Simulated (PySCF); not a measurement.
Electronic structure of Be (beryllium, neutral) at the UHF level

Configuration: [He] 2s2, closed-shell 1S. All numbers are calculated (PySCF 2.14, no relativity, point nucleus, in aug-cc-pCVDZ).

```json
{"Total energy": "-14.572379 hartree", "One-electron energy": "-19.0595 hartree", "Hartree (Coulomb) energy": "7.1536 hartree", "Exchange energy": "-2.6665 hartree", "Kinetic energy": "14.57032 hartree", "⟨S²⟩": "0.0000", "⟨L²⟩": "0.000", "Sum of ⟨r⟩": "6.136 bohr", "Sum of ⟨r²⟩": "17.37 bohr²", "Density at the nucleus (Gaussians lack the cusp)": "33.9 bohr⁻³", "Langevin diamagnetic susceptibility": "-13.8 ×10⁻⁶ cm³/mol"}
```

```json
{"shell": "1s", "electrons": "2", "mean orbital energy (hartree)": "-4.73323", "rms radius, mean of both spins (bohr)": "0.483"}
{"shell": "2s", "electrons": "2", "mean orbital energy (hartree)": "-0.30937", "rms radius, mean of both spins (bohr)": "2.91"}
```
